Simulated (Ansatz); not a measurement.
```xyz
12

C     0.564   -0.079   -1.307
C    -0.271    0.321   -0.099
C    -1.021   -0.868    0.484
Cd    0.902    1.310    1.376
Cl    2.169    2.381    2.971
H     1.060    0.774   -1.775
H     1.335   -0.810   -1.048
H    -0.073   -0.546   -2.069
H    -0.997    1.079   -0.407
H    -1.673   -0.587    1.315
H    -0.341   -1.644    0.845
H    -1.653   -1.332   -0.285
```

The species carries charge 0 and has multiplicity 1. Cd: def2 effective core potential.

List the r2SCAN/def2-TZVPP orbital energies in eV (Ansatz). (Best estimate.)

The calculation gave: Occupied: -2752.20, -273.68, -273.14, -273.14, -253.55, -192.08, -191.97, -191.97, -112.32, -71.86, -71.86, -71.77, -20.71, -19.88, -18.08, -15.29, -13.56, -13.40, -13.35, -13.34, -13.31, -11.61, -11.23, -10.43, -9.89, -8.87, -8.76, -8.55, -7.16, -7.16, -6.50. Lowest empty: -1.42, -0.76, -0.71, 1.23, 2.45, 2.68, 2.76, 2.90.
